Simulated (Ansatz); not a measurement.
Reactions of `CN[SiH](Cl)OC`.

Isolated molecules relaxed with PBE0-D4/def2-TZVP in Ansatz; ΔE leaves out vibrations. CBS: MP2 limit from def2 TZ/QZ plus the TZ coupled-cluster correction, frozen cores. This one scheme is used for every species. DFT in def2-TZVPP. Each species was taken in one conformer, which may not be the lowest.

| reaction | PBE0-D4 (eV) | CCSD/CBS(def2) (eV) | PBE-D4 (eV) | CCSD(T)/CBS(def2) (eV) |
| --- | --- | --- | --- | --- |
| `CN[SiH](Cl)OC` + `FC([SiH3])S` → `CSC(F)[SiH3]` + `CO[SiH](N)Cl` | -0.35 | -0.36 | -0.36 | -0.37 |
| `CN[SiH](Cl)OC` + `[NH]1[AlH][SiH2]1` → `C[N]1[AlH][SiH2]1` + `CO[SiH](N)Cl` | -0.06 | -0.03 | -0.08 | -0.05 |
| `CN[SiH](Cl)OC` + H₂O → `CO[SiH](O)Cl` + CH₃NH₂ | -0.40 | -0.42 | -0.40 | -0.41 |
| `CN[SiH](Cl)OC` + CH₄ → `CO[SiH](C)Cl` + CH₃NH₂ | 0.69 | 0.72 | 0.67 | 0.72 |

Largest T1 diagnostic: 0.015, for `[NH]1[AlH][SiH2]1`.
